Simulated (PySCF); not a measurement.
## Structure from NMR data

The spectra below were simulated for a compound C₈H₁₃N.

1H NMR (400 MHz, computed): δ 5.95 (m, 2H), 2.91 (m, 4H), 2.38 (m, 1H), 1.74 (m, 2H), 1.73 (m, 2H), 1.66 (m, 1H), 1.60 (m, 1H).

13C{1H} NMR (computed): δ 137.8 (2C), 51.5, 50.7 (2C), 27.1 (2C), 14.7.

One computed conformer, equivalent nuclei averaged, no relativistic terms, gas phase. Shielding tensors at HF/pcSseg-1 (GIAO); geometry: PBE0-D3(BJ)/def2-SVP; PySCF.

Referencing at the same level of theory: 1H (σ = 31.69 ppm) and 13C (σ = 190.85 ppm) vs TMS.

Q: Propose a structure and justify it.

A: 
- The formula gives 3 degrees of unsaturation (2 rings in the answer).
- 5 carbon signals for 8 carbons: some carbons are equivalent by symmetry or fast rotation.
- Carbon types of the structure: 3 × CH, 5 × CH2, which accounts for all hydrogens.
- δC 137.8: alkene CH; as expected for a trigonal carbon in a double bond.
- δC 51.5: sp3 CH bonded to N; pulled downfield by the heteroatom.
- δC 50.7: allylic sp3 CH2 bonded to N; pulled downfield by the heteroatom.
- δC 27.1, 14.7: sp3 CH2 in a ring; a saturated carbon with 2 carbon neighbours and no heteroatom attached.
- δH 5.95: hydrogen on an alkene CH; olefinic region.
- δH 2.91: hydrogen on an allylic sp3 CH2 bonded to N; its carbon carries N, hence the downfield position.
- δH 2.38: hydrogen on an sp3 CH bonded to N; its carbon carries N, which withdraws density.

The compound is `C1=CCN(C2CCC2)C1`.

The shifts were computed for this structure.

Shifts are as computed. Against solution values, carbons near 30 ppm lie about -0 ppm off and those near 130 ppm about +7 ppm. Of 1211 compounds with measured shifts, 218 miss one by over three times the rms of a fit or turn the order of signals round; such compounds aren't used in these exercises. No couplings were computed; multiplicities are counted from neighbouring protons, with m where these are inequivalent, close in shift, in a saturated or five-membered ring or joined by F or P, and br s for small geminal =CH2 splittings.
